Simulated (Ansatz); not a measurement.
H4Sn, charge -1, quartet, at the geometry of the source list (a state made from the parent by changing its charge; the spin is typed, not shown lowest) (all electrons, no relativity) (a gas-phase anion, which may not be bound at this level); Ansatz (an electronic-structure program) with HF/STO-3G.

The Ansatz input:
Ansatz 0.2 input:
```yaml
crystal:
  periodic: [false, false, false]
  atoms:
    - {symbol: Sn, position_ang: [-0.00040000, -0.00240000, 0.00050000]}
    - {symbol: H, position_ang: [-1.07600000, 1.12680000, -0.50160000]}
    - {symbol: H, position_ang: [0.24570000, -1.08960000, -1.19940000]}
    - {symbol: H, position_ang: [-0.58840000, -0.76120000, 1.32790000]}
    - {symbol: H, position_ang: [1.41910000, 0.72650000, 0.37260000]}
basis:
  gaussian:
    orbitals: STO-3G
hamiltonian:
  xc: hf
total_charge: -1
magnetization: {spin_polarized: false, initial_magnetization: 3}
```

Output, abridged:

```
Functional definition: HF
414 factors; integrals over basis functions are off by at most 2.9e-5 eV
mean field evaluation 1: about -162305.9896 eV, gradient 4.0e0 eV
mean field evaluation 2: about -162306.1465 eV, gradient 4.1e0 eV
mean field evaluation 4: about -162306.9235 eV, gradient 3.3e0 eV
mean field evaluation 8: about -162306.9659 eV, gradient 3.3e0 eV
mean field evaluation 16: about -162308.9865 eV, gradient 2.7e-4 eV
mean field evaluation 32: about -162305.9500 eV, gradient 8.6e0 eV
mean field evaluation 64: about -162308.9637 eV, gradient 7.7e-1 eV
mean field evaluation 96: about -162307.7770 eV, gradient 3.4e0 eV
mean field evaluation 128: about -162304.8177 eV, gradient 8.8e0 eV
mean field evaluation 160: about -162308.9000 eV, gradient 7.6e-1 eV
mean field evaluation 192: about -162299.5772 eV, gradient 8.6e0 eV
mean field evaluation 224: about -162308.5094 eV, gradient 2.3e0 eV
mean field -162308.99367223 eV, -5964.7455004671 hartree, gradient 9.8e-6 eV, S^2 3.750000; 4 other end points of the search recorded, 0 dependent functions left out
reference -162308.99367223 eV, -5964.7455004671 hartree; 29, 26 occupied and 2, 5 virtual orbitals, 414 factors
Total energy: -162308.99367223 eV, -5964.7455004671 hartree
```
